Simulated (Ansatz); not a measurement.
Geometry optimisation, Ansatz 0.2.0, RKS B3LYP/def2-SVP.

The input (input.yaml):

```yaml
crystal:
  periodic: [false, false, false]
  atoms:
    - { symbol: W, position_ang: [0.171718, 0.179517, -0.52174] }
    - { symbol: Cl, position_ang: [0.330375, 0.351878, 3.059794] }
    - { symbol: H, position_ang: [1.499517, -0.565024, 0.197446] }
    - { symbol: H, position_ang: [-0.587904, 1.501955, 0.19212] }
    - { symbol: H, position_ang: [-1.364142, -0.10043, 0.09564] }
    - { symbol: H, position_ang: [-0.095079, -1.357235, 0.099213] }
    - { symbol: H, position_ang: [0.251152, 0.254678, -2.245373] }
    - { symbol: H, position_ang: [1.228582, 1.249388, 0.294455] }
    - { symbol: H, position_ang: [1.007282, 1.028674, 2.127645] }
basis:
  gaussian: { orbitals: def2-SVP }
hamiltonian:
  xc: b3lyp
relax:
  f_tol: 0.03
  max_steps: 50
```

Command:

```bash
$ ansatz run input.yaml --threads 1 --pin off --max-ram 2048MiB --backend cpu --events-out ev --progress --plain --runs-dir out
```

Task: Where does it end, and by what steps?

Result: The forces met the threshold. After 10 steps the energy has fallen by 0.064 eV; H9 moved furthest, 0.61 Å.

| step | energy less start (eV) | largest force component (eV/Å) | accepted |
| --- | --- | --- | --- |
| 0 | 0.0000 | 0.739 | yes |
| 1 | 0.0008 | 0.725 | no |
| 2 | -0.0102 | 0.635 | yes |
| 3 | -0.0262 | 0.176 | yes |
| 4 | -0.0365 | 0.172 | yes |
| 5 | -0.0422 | 0.142 | yes |
| 6 | -0.0472 | 0.125 | yes |
| 7 | -0.0490 | 0.206 | yes |
| 8 | -0.0588 | 0.143 | yes |
| 9 | -0.0634 | 0.033 | yes |
| 10 | -0.0641 | 0.012 | yes |

```xyz
9
Properties=species:S:1:pos:R:3
W 0.160 0.168 -0.540
Cl 0.204 0.221 2.699
H 1.536 -0.524 0.137
H -0.547 1.539 0.131
H -1.352 -0.071 0.156
H -0.067 -1.345 0.160
H 0.142 0.145 -2.279
H 1.253 1.273 0.116
H 1.112 1.138 2.719
```

Whether the end is a true minimum wasn't checked by a vibrational analysis.

Run time: 47 s on 1 thread of Arm Neoverse V1 (shared host), peak memory 0.16 GiB.
